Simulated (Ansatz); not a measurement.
Ansatz results at the PBE0-D4/def2-TZVP geometry: LUMO energy (PBE0/def2-TZVPP) -0.25 eV; LUMO energy (PBE/def2-TZVPP) -1.32 eV; HOMO–LUMO gap (B3LYP/def2-TZVPP) 6.90 eV.

Each molecule was computed in one conformer, which needn't be the lowest.

Which molecule gave them?
A. `C=C(O)C(=C)F`
B. `CB[SiH2]N`
C. `OC(F)C1C=C1`
D. `CN1BCBC1`

C. The others give `CB[SiH2]N`: -1.68, -2.66, 5.00; `C=C(O)C(=C)F`: -0.88, -1.77, 5.49; `CN1BCBC1`: -0.87, -1.90, 5.86.

B3LYP here is the variant with VWN-RPA as its local correlation; programs differ in this.
